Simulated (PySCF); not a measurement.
Compound: C7H11FO.
Structure used (PBE0-D3(BJ)/def2-SVP), in Å, numbered top down from 1:
```xyz
20
C7H11FO angstrom
C      2.4308   -0.5304   -0.6045
C      1.3534    0.4244   -0.1145
C      0.1449   -0.3019    0.4422
C     -0.7742   -1.1041   -0.5021
C     -1.9864   -0.5943    0.2958
C     -1.1019    0.5087    0.9282
C     -1.2202    1.8553    0.2967
O     -1.1764    2.9174    0.8164
F     -1.3779    1.7700   -1.0442
H      2.7872   -1.1843    0.2074
H      2.0525   -1.1792   -1.4103
H      3.3011    0.0146   -0.9994
H      1.0342    1.0777   -0.9440
H      1.7636    1.0910    0.6640
H      0.4610   -0.9419    1.2833
H     -0.6216   -2.1916   -0.5566
H     -0.7552   -0.6932   -1.5223
H     -2.8681   -0.2627   -0.2699
H     -2.3116   -1.3079    1.0660
H     -1.1784    0.6618    2.0126
```

Level: PBE0/pcSseg-1 in PySCF, non-relativistic, on one gas-phase PBE0-D3(BJ)/def2-SVP geometry that isn't relaxed in the solvent. The solvent is an IEF-PCM continuum (cavity from Bondi-type radii × 1.2). Only the electrostatic response of the medium enters.

```json
{"medium": "gas phase", "total energy (Eh)": "-447.877791", "HOMO (eV)": "-8.481", "LUMO (eV)": "-0.376", "dipole (D)": "3.235"}
{"medium": "dichloromethane (ε = 8.93)", "total energy (Eh)": "-447.883756", "HOMO (eV)": "-8.486", "LUMO (eV)": "-0.443", "dipole (D)": "3.900"}
```

Problem. What is E(solvent) − E(gas) in dichloromethane, in kcal/mol?

Solution. -447.883756 − (-447.877791) = -0.005965 Eh = -3.74 kcal/mol.

Problem. Scale it by Onsager's factor (ε − 1)/(2ε + 1) to acetone (ε = 20.49), and compare with the calculation.

Solution. The factor goes from 0.420 to 0.464, a ratio of 1.104, which gives -4.13 kcal/mol. The calculation gives -4.14 kcal/mol (total energy -447.884392 Eh), so the scaled value is 0.2 % too small in size.

Problem. Scale the changes of the other columns the same way. What are the values in acetone?

Solution. 
```
  quantity  scaled  computed  difference
 HOMO (eV)  -8.486    -8.482      -0.004
 LUMO (eV)  -0.450    -0.453      +0.003
dipole (D)   3.969     3.976      -0.007
```

Problem. How does each lowering split into the polarisation term (half the interaction with the induced surface charges) and the distortion of the solute's density?

Solution. dichloromethane: -4.22 + 0.48 kcal/mol, the distortion taking back 11 % of the polarisation term; acetone: -4.74 + 0.60 kcal/mol, the distortion taking back 13 % of the polarisation term.

Hardware: one thread of an Arm Neoverse V1, on a shared host. Cost: 37 s wall, 1.1 GiB resident at most. This is the whole shielding run at PBE0/pcSseg-1 in acetone, SCF included.
